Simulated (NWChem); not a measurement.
C₆H₅O, doublet; SMILES [O]c1ccccc1

```xyz
12

O      0.0000     0.0000    -2.2959
C      0.0000     0.0000    -1.0499
C      0.0000     1.2372    -0.2904
C      0.0000     1.2238     1.0868
C      0.0000     0.0000     1.7839
C      0.0000    -1.2238     1.0868
C      0.0000    -1.2372    -0.2904
H      0.0000     2.1673    -0.8633
H      0.0000     2.1626     1.6466
H      0.0000     0.0000     2.8766
H      0.0000    -2.1626     1.6466
H      0.0000    -2.1673    -0.8633
```
Atoms are numbered in this order, from 1.

All runs: NWChem. Pople sets run with spherical d functions. Spin-unrestricted. In the optimisation the excess spin sits in b1 (C2v, its own frame). Coordinates come from a PBE0/def2-SVP, spin-unrestricted optimisation. No frequency run checked for a minimum. No stability test was run on the SCF state. Level: M06-2X/6-31G* with COSMO at NWChem's default radii, gas-phase geometry; rows give the dielectric constant. Reactions with the solvent are ignored.

| dielectric constant | electrostatic solvation energy (kcal/mol) | dipole in solution (D) |
|---|---|---|
| 2.0 | [?] | [?] |
| 3.9 | -4.8 | 4.84 |
| 7.6 | -5.7 | 5.10 |
| 25.0 | -6.5 | 5.31 |
| 78.4 | -6.7 | 5.38 |

Question: Fill in the missing entries.

Answer: 
- 2.0, electrostatic solvation energy (kcal/mol): -3.0
- 2.0, dipole in solution (D): 4.41
